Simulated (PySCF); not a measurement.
SMILES C=Cc1ccccc1[Si](Cl)(Cl)Cl (C₈H₇Cl₃Si), singlet, GFN2-xTB optimised geometry.

```
19

C     -2.88    -1.92    -0.62
C     -1.73    -1.74     0.00
C     -0.97    -0.49     0.00
C     -1.66     0.72     0.01
C     -0.98     1.93     0.01
C      0.41     1.93     0.01
C      1.10     0.74     0.00
C      0.43    -0.49     0.00
Si     1.44    -2.09    -0.06
Cl     1.26    -3.15     1.66
Cl     0.84    -3.25    -1.62
Cl     3.40    -1.67    -0.31
H     -3.34    -1.15    -1.21
H     -3.40    -2.87    -0.59
H     -1.29    -2.56     0.56
H     -2.73     0.72     0.03
H     -1.53     2.86     0.02
H      0.95     2.87     0.01
H      2.18     0.75    -0.01
```

Density from CAM-B3LYP/def2-SVP (PySCF) at that geometry.

Minimum of the electron density along straight lines between bonded atoms, close to the bond critical point (lines longer than 1.1 times the sum of covalent radii, or with two minima, are not listed):

| bond | length / Å | ρ at the minimum / e bohr⁻³ | ∇²ρ there / e bohr⁻⁵ | position (fraction from the first atom) |
|---|---|---|---|---|
| C1–C2 | 1.326 | ___ | ___ | 0.50 |
| C2–C3 | 1.463 | 0.277 | -0.70 | 0.50 |
| C3–C4 | 1.393 | 0.310 | -0.79 | 0.50 |
| C4–C5 | 1.381 | 0.317 | -0.83 | 0.50 |
| C5–C6 | 1.385 | 0.315 | -0.83 | 0.50 |
| C6–C7 | 1.382 | 0.316 | -0.83 | 0.50 |
| C3–C8 | 1.407 | 0.300 | -0.74 | 0.50 |
| C7–C8 | 1.395 | 0.306 | -0.77 | 0.50 |
| C8–Si9 | 1.894 | ___ | 0.28 | 0.62 |
| Si9–Cl10 | 2.030 | 0.098 | 0.30 | 0.37 |
| Si9–Cl11 | 2.028 | 0.099 | 0.30 | 0.37 |
| Si9–Cl12 | 2.026 | 0.099 | 0.31 | 0.37 |
| C1–H13 | 1.077 | 0.284 | -1.10 | 0.64 |
| C1–H14 | 1.076 | 0.285 | -1.11 | 0.64 |
| C2–H15 | 1.081 | 0.284 | -1.09 | 0.64 |
| C4–H16 | 1.080 | 0.285 | -1.10 | 0.64 |
| C5–H17 | 1.080 | 0.285 | -1.10 | 0.64 |
| C6–H18 | 1.080 | 0.284 | -1.10 | 0.64 |
| C7–H19 | 1.079 | 0.287 | -1.12 | 0.64 |

Problem. Some entries are withheld; supply them.

Solution. 
- C1–C2, ρ at the minimum / e bohr⁻³: 0.345
- C1–C2, ∇²ρ there / e bohr⁻⁵: -0.94
- C8–Si9, ρ at the minimum / e bohr⁻³: 0.119
